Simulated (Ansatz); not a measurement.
Cartesian coordinates in Å:
```
Si -1.1015 0.4209 -0.8697
O -0.2178 -0.6585 -0.0038
Ga 1.2203 -0.6573 1.0060
Br 1.8907 -2.6086 1.9131
Br 2.3421 1.2754 1.3632
H -0.5232 0.5799 -2.2299
H -2.4861 -0.1012 -0.9786
H -1.1245 1.7493 -0.2003
```

Charge 0, multiplicity 1.

**Question.** List the ωB97M-V/def2-TZVPP orbital energies in eV (the Gaussian-basis code of Ansatz). (An estimate is asked.)

**Answer.** Ansatz gave: Occupied: -13157.19, -13157.18, -10155.33, -1807.51, -1709.52, -1709.51, -1537.71, -1537.70, -1537.66, -1537.66, -1537.65, -1537.65, -1258.73, -1112.94, -1112.83, -1112.80, -526.44, -242.36, -242.35, -182.04, -182.04, -181.86, -181.86, -181.84, -181.83, -156.23, -148.50, -108.73, -108.52, -108.45, -102.64, -102.60, -102.60, -75.41, -75.41, -75.36, -75.36, -75.34, -75.34, -75.21, -75.21, -75.20, -75.20, -30.71, -27.88, -27.75, -27.73, -27.68, -27.31, -24.68, -24.34, -18.27, -15.78, -13.95, -13.77, -13.72, -12.32, -11.78, -11.46, -11.29, -11.22, -11.18, -11.01. Lowest empty: -0.03, 0.45, 2.02, 3.06, 3.24, 3.33, 3.80, 3.90.
